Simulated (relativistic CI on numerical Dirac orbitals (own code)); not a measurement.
Computed by Dirac-Coulomb-Breit CI, orbitals from a KLI potential per configuration, model QED (radiative potential, 1s self-energy scaled to tabulated hydrogen-like ionisation energies), unscaled Slater integrals (own radial code, finite nucleus).

The strongest absorption lines from the ground level of an ion, among the configurations computed and to levels below about 554 eV (vacuum wavelength in Å, gf): 32.454 (0.018), 32.717 (0.022), 34.263 (0.011), 36.292 (0.022), 38.028 (0.61), 38.313 (0.023).

Problem. Which ion is it?
A. Tb⁴³⁺
B. Pm³⁹⁺
C. La³⁵⁺
D. Tb⁴⁵⁺

Solution. A. Tb⁴³⁺ has 22 electrons and the ground level 3s2.3p6.3d4 3P_0; the strongest line goes to 3s2.3p5.3d5 3D°_1. The pattern of lines fixes the number of electrons, and along that sequence the line energies rise steadily with the charge (about as its square where n changes within one kind of shell, about linearly where n is kept but much faster in heavy ions where fine structure, which grows about as Z⁴, sets the gap, and irregularly where shells cross), which fixes Z. Configurations outside the model, such as inner-shell arrays, can give stronger lines. At this charge energies of transitions that change n are usually good to better than 1 %, and those within a shell (Δn = 0) to a few per cent.

LS names give the leading component of a level, which can be under half, so a name can repeat, a term be missing and a line seem to break the LS rules.
